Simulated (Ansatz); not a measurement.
Born–Oppenheimer molecular dynamics of a periodic cell of 30 atoms, CO2 (contents 10 CO2, density as packed 1.23 g/cm³ with natural masses). It starts from a partly relaxed structure (largest force component 0.10 eV/Å).

Theory: DFT PBE, scalar-relativistic, plane waves, PAW in Ansatz 0.2.0. Settings: cutoff 420 eV, k mesh 1x1x1, fermi-dirac smearing 0.02 eV, no spin polarisation.

```json
{
 "ensemble": "NVT, Langevin thermostat",
 "time step": "1 fs",
 "steps asked": "190",
 "set temperature": "1500 K",
 "friction": "0.02 /fs",
 "seed": "350071"
}
```

Frames 10 fs apart, positions in Å.

Velocities at 70.0 fs (Å/ps):

```
C -7.73 -12.34 15.69
O -19.36 10.22 -8.68
O -1.23 -7.03 23.68
C 21.57 7.39 3.04
O 7.42 5.74 -3.93
O -10.38 -4.11 -6.01
C -16.90 -2.09 -5.33
O 13.50 -2.12 1.77
O 9.61 4.72 2.58
C -7.78 -10.74 -7.41
O -4.01 5.49 -4.14
O 1.44 7.87 -3.99
C -9.00 -1.95 4.05
O 4.45 -7.84 -8.40
O 7.40 4.32 -19.39
C 11.35 -7.32 -3.17
O -4.81 -7.44 2.71
O 1.12 9.86 -18.32
C -0.71 -3.63 -1.52
O -6.51 -6.43 11.30
O 6.75 -5.64 -3.73
C 3.88 20.17 -28.00
O 2.87 0.07 7.50
O -4.96 8.00 16.37
C 13.87 1.44 14.56
O 7.61 1.13 6.76
O 3.91 -12.72 6.13
C -2.84 6.93 6.84
O -5.67 7.89 -0.64
O -3.04 -2.76 0.38
```

```xyz
30
Lattice="8.4061 0.0000 0.0000 0.0000 8.4061 0.0000 0.0000 0.0000 8.4061" Properties=species:S:1:pos:R:3 time_fs=70.0 energy_less_start_eV=4.004 T=1461
C 0.903 0.716 8.239
O 0.405 1.599 8.852
O 1.208 -0.137 7.530
C 4.102 6.497 1.748
O 4.626 5.994 2.646
O 3.374 6.846 0.896
C 4.143 1.211 6.284
O 3.229 1.253 6.899
O 5.146 1.221 5.757
C 7.124 6.061 5.162
O 6.728 5.447 6.144
O 7.728 6.396 4.289
C 8.921 4.957 2.056
O 9.186 5.510 1.149
O 8.471 4.292 2.902
C 3.927 2.199 2.949
O 3.956 1.207 2.221
O 3.900 2.709 3.995
C 5.503 2.825 0.853
O 6.145 2.065 0.228
O 5.087 3.727 1.493
C 3.719 5.341 7.093
O 4.088 4.355 7.524
O 3.405 6.317 6.651
C 1.081 3.780 5.818
O 0.717 2.747 6.281
O 1.143 4.832 5.283
C -0.593 0.676 3.459
O -1.646 1.173 3.533
O 0.488 0.389 3.234
30
Lattice="8.4061 0.0000 0.0000 0.0000 8.4061 0.0000 0.0000 0.0000 8.4061" Properties=species:S:1:pos:R:3 time_fs=80.0 energy_less_start_eV=4.372 T=1370
C 0.747 0.676 8.348
O 0.280 1.679 8.751
O 1.206 -0.265 7.752
C 4.142 6.585 1.667
O 4.692 6.030 2.578
O 3.392 6.829 0.843
C 4.162 1.205 6.182
O 3.223 1.243 7.009
O 5.219 1.216 5.764
C 7.014 5.935 5.038
O 6.672 5.527 6.105
O 7.718 6.478 4.202
C 8.841 5.028 1.978
O 9.266 5.448 0.978
O 8.456 4.218 2.825
C 4.001 2.045 3.000
O 3.966 1.181 2.262
O 3.861 2.873 3.811
C 5.577 2.804 0.890
O 6.116 1.950 0.358
O 5.114 3.695 1.451
C 3.815 5.352 6.950
O 4.092 4.395 7.566
O 3.322 6.503 6.724
C 1.136 3.784 5.855
O 0.828 2.778 6.271
O 1.262 4.786 5.343
C -0.612 0.766 3.501
O -1.727 1.215 3.545
O 0.453 0.293 3.261
30
Lattice="8.4061 0.0000 0.0000 0.0000 8.4061 0.0000 0.0000 0.0000 8.4061" Properties=species:S:1:pos:R:3 time_fs=90.0 energy_less_start_eV=3.793 T=1634
C 0.625 0.601 8.293
O 0.227 1.688 8.637
O 1.192 -0.368 7.959
C 4.134 6.460 1.584
O 4.824 6.128 2.455
O 3.414 6.857 0.725
C 4.219 1.247 6.324
O 3.264 1.198 6.954
O 5.239 1.198 5.743
C 7.054 5.888 5.028
O 6.592 5.631 6.005
O 7.642 6.508 4.152
C 8.783 4.949 1.896
O 9.336 5.389 0.945
O 8.410 4.251 2.734
C 4.014 1.962 3.138
O 4.040 1.140 2.276
O 3.881 3.029 3.681
C 5.685 2.805 0.951
O 6.132 1.768 0.503
O 5.097 3.721 1.532
C 3.763 5.573 7.050
O 4.097 4.519 7.517
O 3.406 6.572 6.734
C 1.053 3.806 5.785
O 0.882 2.708 6.219
O 1.505 4.866 5.366
C -0.615 0.877 3.554
O -1.709 1.258 3.580
O 0.356 0.255 3.352
30
Lattice="8.4061 0.0000 0.0000 0.0000 8.4061 0.0000 0.0000 0.0000 8.4061" Properties=species:S:1:pos:R:3 time_fs=100.0 energy_less_start_eV=4.877 T=1421
C 0.635 0.604 8.181
O 0.146 1.638 8.568
O 1.074 -0.473 8.050
C 4.182 6.413 1.497
O 4.983 6.181 2.347
O 3.429 6.875 0.694
C 4.289 1.324 6.438
O 3.323 1.159 6.939
O 5.291 1.122 5.732
C 7.134 6.027 5.051
O 6.453 5.624 6.057
O 7.535 6.445 4.072
C 8.842 4.748 1.751
O 9.371 5.387 0.930
O 8.386 4.224 2.672
C 3.997 2.053 3.057
O 4.107 1.092 2.345
O 3.932 3.048 3.564
C 5.690 2.759 1.045
O 6.100 1.754 0.678
O 5.186 3.619 1.521
C 3.707 5.732 7.190
O 4.177 4.586 7.403
O 3.447 6.692 6.661
C 1.074 3.864 5.720
O 0.905 2.767 6.069
O 1.628 4.825 5.410
C -0.637 0.946 3.503
O -1.653 1.418 3.667
O 0.257 0.230 3.390
30
Lattice="8.4061 0.0000 0.0000 0.0000 8.4061 0.0000 0.0000 0.0000 8.4061" Properties=species:S:1:pos:R:3 time_fs=110.0 energy_less_start_eV=5.962 T=1558
C 0.650 0.618 8.070
O 0.109 1.518 8.400
O 0.892 -0.574 8.014
C 4.300 6.442 1.403
O 5.070 6.198 2.196
O 3.436 6.859 0.769
C 4.438 1.256 6.399
O 3.300 1.209 6.992
O 5.322 1.088 5.731
C 7.034 6.119 5.150
O 6.384 5.704 5.998
O 7.477 6.434 4.048
C 8.947 4.599 1.688
O 9.419 5.309 0.815
O 8.412 4.113 2.640
C 3.932 2.100 2.874
O 4.143 1.030 2.430
O 3.966 3.066 3.530
C 5.682 2.667 1.075
O 6.165 1.628 0.766
O 5.198 3.662 1.567
C 3.735 5.766 7.232
O 4.199 4.720 7.290
O 3.359 6.778 6.535
C 1.240 3.859 5.695
O 0.871 2.821 6.031
O 1.699 4.859 5.385
C -0.706 0.916 3.486
O -1.687 1.676 3.702
O 0.297 0.207 3.373
30
Lattice="8.4061 0.0000 0.0000 0.0000 8.4061 0.0000 0.0000 0.0000 8.4061" Properties=species:S:1:pos:R:3 time_fs=120.0 energy_less_start_eV=4.596 T=1687
C 0.591 0.457 8.101
O 0.070 1.536 8.256
O 0.771 -0.680 7.913
C 4.405 6.557 1.350
O 5.245 6.065 2.101
O 3.391 6.828 0.765
C 4.398 1.073 6.451
O 3.417 1.315 7.037
O 5.438 1.103 5.854
C 6.913 6.199 5.128
O 6.376 5.841 5.993
O 7.422 6.422 4.060
C 9.034 4.656 1.631
O 9.454 5.222 0.753
O 8.578 3.975 2.427
C 3.919 2.100 2.802
O 4.168 1.024 2.417
O 3.868 3.066 3.533
C 5.731 2.602 1.136
O 6.166 1.522 0.832
O 5.296 3.662 1.526
C 3.743 5.844 6.987
O 4.215 4.845 7.268
O 3.358 6.787 6.497
C 1.378 3.848 5.684
O 0.762 2.805 6.000
O 1.768 4.973 5.296
C -0.688 0.939 3.554
O -1.525 1.708 3.659
O 0.245 0.305 3.365
30
Lattice="8.4061 0.0000 0.0000 0.0000 8.4061 0.0000 0.0000 0.0000 8.4061" Properties=species:S:1:pos:R:3 time_fs=130.0 energy_less_start_eV=4.028 T=1510
C 0.454 0.395 8.143
O 0.114 1.514 8.157
O 0.722 -0.678 7.840
C 4.446 6.523 1.454
O 5.339 6.020 1.929
O 3.513 6.738 0.771
C 4.416 1.162 6.587
O 3.453 1.391 7.183
O 5.521 1.131 5.996
C 6.915 6.152 5.068
O 6.352 5.967 6.133
O 7.410 6.442 4.062
C 9.053 4.704 1.637
O 9.534 5.199 0.689
O 8.610 3.800 2.329
C 3.909 2.058 2.941
O 4.194 1.065 2.379
O 3.753 3.027 3.475
C 5.828 2.542 1.229
O 6.167 1.525 0.870
O 5.407 3.519 1.429
C 3.763 5.859 6.750
O 4.248 4.881 7.362
O 3.326 6.898 6.382
C 1.290 3.882 5.567
O 0.763 2.940 5.945
O 1.758 4.883 5.250
C -0.582 1.053 3.629
O -1.475 1.804 3.592
O 0.328 0.345 3.393
```

Of the whole run (190 fs, mean temperature of the second half 1528 K): A run of 0.19 ps of so small a system gives no equilibrium averages. Limits of this set-up: coarse k mesh.

Time of the run: 14 min on 1 thread of Intel(R) Xeon(R) Platinum 8259CL CPU @ 2.50GHz (Skylake/Cascade Lake) (shared host), peak memory 0.63 GiB.
